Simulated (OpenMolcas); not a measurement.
**Ag4+ in a point-charge field**

Ag4+ among 4 point charges of -2.5 e arranged as a square (D4h), 2.11 Å from the ion.
```
   2.1100    0.0000    0.0000  -2.50
   0.0000    2.1100    0.0000  -2.50
  -2.1100    0.0000    0.0000  -2.50
   0.0000   -2.1100    0.0000  -2.50
```

```
Program             : OpenMolcas 26.06
Method              : SS-CASPT2, IPEA 0.25 Eh, imaginary shift 0.1 Eh (closed shells correlated: 4s 4p)
Basis               : ANO-RCC-VTZP [7s6p4d2f1g]
Scalar Hamiltonian  : DKH2, point nucleus
Active space        : 7 electrons in 5 orbitals (4d)
State averaging     : 2S+1 = 4 even, 10 roots; 2S+1 = 2 even, 40 roots
Spin-orbit coupling : state interaction with AMFI integrals over the reference wave functions
```

The lowest spin-free states (labels of D4, the rotations of D4h), above the lowest:

| State | Degeneracy | E (cm-1) | Free-ion L (%) |
| --- | --- | --- | --- |
| 4E | 2 | 0 | F (84) |
| 4A2 | 1 | 74 | F (92) |
| 4B2 | 1 | 4910 | F (100) |
| 4B1 | 1 | 9320 | F (100) |
| 4E | 2 | 9330 | F (96) |
| 2E | 2 | 14380 | H (58) |
| 2B2 | 1 | 14620 | G (57) |
| 2A1 | 1 | 14790 | G (60) |
| 2A2 | 1 | 16140 | G (71) |
| 2E | 2 | 16440 | G (47) |
| 2B1 | 1 | 17590 | G (58) |
| 4E | 2 | 18040 | P (80) |
| 2E | 2 | 19330 | D (34) |
| 2A2 | 1 | 19430 | P (83) |
| 2A1 | 1 | 21390 | G (89) |
| 2E | 2 | 22020 | G (83) |
| 2A1 | 1 | 24560 | H (61) |
| 2A2 | 1 | 24720 | H (71) |
| 2B2 | 1 | 25100 | D (56) |
| 2B1 | 1 | 25950 | G (37) |

The lowest levels with spin-orbit coupling:

```csv
E (cm-1),Degeneracy,Label,2S+1,g
0,2,E1/2,4,1.49 6.42 6.42
360,2,E3/2,4,1.34 1.34 4.37
1310,2,E3/2,4,1.10 1.10 7.56
3290,2,E1/2,4,2.07 4.43 4.43
4040,2,E3/2,4,0.36 0.36 5.16
5410,2,E1/2,4,1.29 2.49 2.49
6320,2,E1/2,4,0.49 0.49 7.32
7600,2,E3/2,4,3.24 3.24 3.36
8570,2,E1/2,4,0.02 0.02 11.18
11190,2,E1/2,4,0.09 0.09 6.71
11370,2,E3/2,4,0.57 4.52 4.52
12960,2,E1/2,4,0.02 0.02 3.75
13620,2,E3/2,4,1.05 1.05 3.43
14830,2,E3/2,4 (80 %),0.06 0.56 0.56
15950,2,E3/2,2 (79 %),1.86 2.62 2.62
16010,2,E1/2,2,3.07 3.07 4.78
17470,2,E3/2,2,1.31 1.31 5.91
17490,2,E1/2,2,2.39 2.87 2.87
18650,2,E3/2,2,0.44 3.40 3.40
18710,2,E1/2,2 (55 %),1.70 2.59 2.59
```

Powder χT (cm3 K/mol): 2.66 at 2 K, 2.74 at 10 K, 3.11 at 50 K, 3.55 at 100 K, 4.13 at 200 K, 4.39 at 300 K. The effective moment at 300 K is 2.828 √(χT) = 5.92 μB.

The lowest level has 2S+1 = 4, for which the spin-only value is χT = S(S+1) / 2 = 1.875 cm3 K/mol (g = 2). The computed 4.388 at 300 K differs by +2.513, through orbital momentum, spin-orbit coupling and any other state in reach.

Spin-orbit coupling mixes the spin-free states strongly: the lowest level takes only 52 % from its leading state, 4A2, which lies 74 cm-1 above the lowest spin-free state. An orbital doublet at a regular site is open to a Jahn-Teller distortion, which this geometry leaves out. This shell can be high or low spin here, a state of another spin lies low, and with metal d orbitals alone active their balance is uncertain, so the ground spin may be wrong. Point charges give a weaker field than real ligands, and real ions of this kind are as a rule low spin; the high spin found here belongs to the model. Free-ion shares, where given, are those of the reference states; single-state CASPT2 does not remix them. This is an electrostatic model: the charges have no orbitals. No measured value stands beside these numbers.
